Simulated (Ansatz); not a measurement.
System: sum formula MoO2Cl2, charge -1, multiplicity 2. The spin state was set by rule; other spins were not relaxed. 
Structure (B3LYP-D3(BJ)/def2-TZVP (Ansatz, a program for electronic structure) minimum search):
```xyz
5

Mo     0.4043    -0.0786     0.1470
O      1.6382    -0.6816    -0.8831
O      0.8398     0.1996     1.7842
Cl    -0.6177     1.8486    -0.7956
Cl    -1.5472    -1.4275     0.0084
```
Charge -1, spin multiplicity 2.

Total electronic energies in hartree. Correlated levels leave the core frozen unless marked. Open shells are spin-unrestricted. No spin-orbit coupling. The frozen core is the preceding noble-gas configuration, with the filled d and f shells of earlier blocks. Past Kr the def2 sets carry scalar-relativistic core potentials. STO-3G rows are all-electron and non-relativistic. Basis-set limits of correlation are two-point, X^-3; Hartree-Fock from the larger set. [CCSD(T)-MP2]/basis is that difference in the basis named. The program attaches cautions to a run behind HF/STO-3G: large difference. The program attaches cautions to a run behind CCSD/STO-3G: large difference.

| level | program | energy (Eh) |
|---|---|---|
| HF/STO-3G | Ansatz | -4992.99919 |
| RI-HF/def2-TZVPP | Ansatz | -1136.57661 |
| RI-HF/def2-QZVPPD | Ansatz | -1136.61521 |
| PBE/def2-TZVPD | Ansatz | -1138.97593 |
| BLYP-D3(BJ)/def2-TZVPD | Ansatz + dftd3 | -1139.45090 |
| BLYP/def2-TZVPD | Ansatz | -1139.43570 |
| B97M-V/def2-TZVPD | Ansatz | -1139.17882 |
| PBE0/def2-SVP | Ansatz | -1138.44164 |
| PBE0/def2-TZVP | Ansatz | -1138.96692 |
| BHLYP/def2-TZVPD | Ansatz | -1139.22959 |
| r2SCANh-D4/def2-TZVPD | Ansatz + dftd4 | -1139.32938 |
| CAM-B3LYP-D4/def2-TZVPD | Ansatz + dftd4 | -1139.38943 |
| CAM-B3LYP/def2-TZVPD | Ansatz | -1139.38243 |
| wB97X-V/def2-TZVPD | Ansatz | -1139.20952 |
| B2GP-PLYP-D3(BJ)/def2-TZVPD | Ansatz + dftd3 | (withheld) |
| MP2/def2-SVP | Ansatz | -1136.91414 |
| MP2/def2-TZVPP | Ansatz | -1137.71641 |
| SCS-MP2/def2-TZVPPD | Ansatz | -1137.67244 |
| CCSD/STO-3G | Ansatz | -4993.29547 |
| CCSD/def2-SVPD | Ansatz | -1136.98411 |
| CCSD/def2-TZVPPD | Ansatz | -1137.70100 |
| CCSD(T)/def2-SVPD | Ansatz | -1137.03448 |
| RI-MP2/CBS(def2-TZVPPD,def2-QZVPPD)+[CCSD(T)-MP2]/def2-TZVPPD | Ansatz | -1137.9512 |

**Question.** What belongs in the gaps?

**Answer.** 
- B2GP-PLYP-D3(BJ)/def2-TZVPD, energy (Eh): -1138.77364
